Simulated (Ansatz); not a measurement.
Compare A (`C[Si](O)(S)Cl`) with its isomer B (`OC(Cl)[SiH2]S`).

Program: Ansatz. Geometries: PBE0-D4/def2-TZVP. ΔE: electronic, gas phase. CCSD(T)/CBS adds triple-zeta CCSD(T) − MP2 to the extrapolated MP2 energy (def2 sets, frozen cores). Functionals use def2-TZVPP. One conformer a species, not always the lowest.

Task: Which isomer does CCSD(T)/CBS put lower? Give the gap. (Estimate.)

Result: Ansatz gave: A, by 88.4 kcal/mol.

Task: Give E(B) − E(A) in kcal/mol with MP2/def2-TZVPP, PBE-D4, CCSD(T)/def2-TZVPP, ωB97M-V, PBE0-D4, CCSD/def2-TZVPP, HF/def2-TZVPP. (Estimate.)

Result: Ansatz gave: MP2/def2-TZVPP 90.7, PBE-D4 81.3, CCSD(T)/def2-TZVPP 87.2, ωB97M-V 87.7, PBE0-D4 85.2, CCSD/def2-TZVPP 88.5, HF/def2-TZVPP 91.7. None reverses the order clearly.

Largest T1 diagnostic: 0.012.

From PBE to PBE0 (25 % exact exchange), in def2-TZVPP and without D4, E(B) − E(A) moves by +3.9 kcal/mol. In def2-TZVPP, CCSD(T) changes the Hartree–Fock value by −4.5 kcal/mol (the triples alone add −1.3 kcal/mol) and MP2 by −1.0 kcal/mol.
